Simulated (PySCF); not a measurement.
**Fe (iron, neutral): r2SCAN calculation**

Configuration: [Ar] 3d6 4s1 4p1, one real determinant (an excited configuration). Calculation: PySCF 2.14, in x2c-QZVPPall (11s7p5d4f2g, 103 functions); scalar relativity by spin-free X2C-1e.

```json
{"Total energy": "-1272.529 hartree", "One-electron energy": "-1754.498 hartree", "Hartree (Coulomb) energy": "538.146 hartree", "Exchange-correlation energy": "-56.177 hartree", "⟨S²⟩": "12.0013", "⟨L²⟩": "8.025", "Sum of ⟨r⟩": "22.18 bohr", "Sum of ⟨r²⟩": "43.63 bohr²", "Traceless quadrupole moment −½Σ⟨3z² − r²⟩ along its main axis": "-6.74 e·bohr²", "Langevin diamagnetic susceptibility": "-34.6 ×10⁻⁶ cm³/mol", "Time after the integrals": "of the order of 7 core-seconds"}
```

```
shell  electrons  mean orbital energy (hartree)  spread (hartree)  rms radius, mean of both spins (bohr)
 1s α          1                     -257.90484                 0                                 0.0675
 1s β          1                     -257.90313                 0                                 0.0675
 2s α          1                      -30.50125                 0                                  0.289
 2s β          1                      -30.41229                 0                                  0.289
 2p α          3                      -25.93192           0.03070                                  0.261
 2p β          3                      -25.86305           0.01025                                  0.261
 3s α          1                       -3.69262                 0                                  0.871
 3s β          1                       -3.47251                 0                                  0.871
 3p α          3                       -2.39416           0.05992                                  0.933
 3p β          3                       -2.17805           0.00449                                  0.933
 3d α          5                       -0.38988           0.06872                                   1.29
 4s α          1                       -0.26089                 0                                   3.06
 3d β          1                       -0.24922                 0                                   1.29
 4p α          1                       -0.10272                 0                                   4.12
```

⟨L²⟩ = 8.02 against 12 for a pure F term, so this real determinant mixes terms.

Densities and radii are taken from the X2C orbitals without a picture-change correction, which distorts them close to the nucleus.
